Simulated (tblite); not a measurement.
Problem. Give a GFN2-xTB geometry of `C=C[SiH2]S[Si](C)(C)C`.

Solution. 
```xyz
22
C5H14SSi2 angstrom
C      4.3376   -0.6604    0.7352
C      3.4971    0.0926    0.0443
Si     1.7589    0.5217    0.5988
S      0.5705    0.4757   -1.1873
Si    -1.4491    0.0373   -0.4892
C     -1.5133   -1.7810    0.0753
C     -2.5638    0.3379   -1.9972
C     -1.8911    1.2031    0.9503
H      5.3309   -0.8951    0.3836
H      4.0681   -1.0802    1.6912
H      3.8166    0.4830   -0.9142
H      1.6802    1.8691    1.1654
H      1.2424   -0.4512    1.5601
H     -1.2355   -2.4500   -0.7340
H     -0.8297   -1.9641    0.8995
H     -2.5106   -2.0554    0.4050
H     -2.5680    1.3862   -2.2787
H     -3.5872    0.0420   -1.7894
H     -2.2183   -0.2275   -2.8569
H     -1.2008    1.0856    1.7810
H     -2.8926    1.0062    1.3200
H     -1.8528    2.2421    0.6363
```

Orientation and origin are arbitrary. Atoms count from 1 in this order. The S–Si distances run from 2.146 Å (Si3–S4, drawn single) to 2.181 Å (S4–Si5, drawn single), a spread of 0.035 Å. Of the pairs four or more bonds apart, Si3···H20 is among the closest relative to their van der Waals radii: 3.24 Å, 98 % of the sum of Bondi's values. Si5 (four-coordinate silicon) is distorted tetrahedral (angles from 104.9° to 111.5°). Si3 (SiH2 silicon) is distorted tetrahedral (angles from 105.2° to 112.0°).

Bonds between heavy atoms (Å): C1=C2 1.323, C2–Si3 1.874, Si3–S4 2.146, S4–Si5 2.181, Si5–C6 1.905, Si5–C7 1.899, Si5–C8 1.904.

Structure optimised with GFN2-xTB, isolated species.

Point group: C1 (no symmetry element, even within 0.4 Å). Its lowest GFN2-xTB frequency is 14 cm⁻¹, too small to tell a flat minimum from a shallow saddle. One conformer, not necessarily the lowest (C1–C2–Si3–S4 -142°, C2–Si3–S4–Si5 154°).

These are computed values.
